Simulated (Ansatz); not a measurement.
Born–Oppenheimer molecular dynamics of H4O2Sn (7 atoms, charge 0, multiplicity 1). It starts from a relaxed structure.

Theory: RKS PBE0/def2-SVP in Ansatz.

| Property | Result |
| --- | --- |
| ensemble | NVT, Langevin thermostat |
| time step | 0.5 fs |
| steps asked | 100 |
| set temperature | 100 K |
| friction | 0.05 /fs |
| masses | H 2.014 u |
| seed | 712058 |

First frame:

```xyz
7
Properties=species:S:1:pos:R:3
Sn -0.073 0.013 0.027
O 0.018 -0.033 2.009
H -0.843 0.117 2.418
H 1.550 -0.240 -0.441
H -0.875 1.409 -0.541
O -1.256 -1.462 -0.574
H -0.910 -2.329 -0.333
```

Q: How far do the bonds stretch over the last three quarters of this one trajectory? (Pairs bonded in most of those frames.)

A: 
```
  bond  mean (Å)  spread (Å)  shortest  longest
Sn1–O2     1.975       0.020      1.96     2.01
Sn1–H4     1.705       0.015      1.68     1.73
Sn1–H5     1.717       0.024      1.68     1.75
Sn1–O6     1.997       0.006      1.99     2.01
 O2–H3     0.968       0.010      0.95     0.99
 O6–H7     0.961       0.009      0.94     0.98
```

Mean temperature of the second half: 74 K. The mean temperature of the second half is 26 % below the set value. A run of 0.05 ps of so small a system gives no equilibrium averages.

Run time: 4.8 min on 1 thread of Arm Neoverse V1 (shared host), peak memory 0.14 GiB.
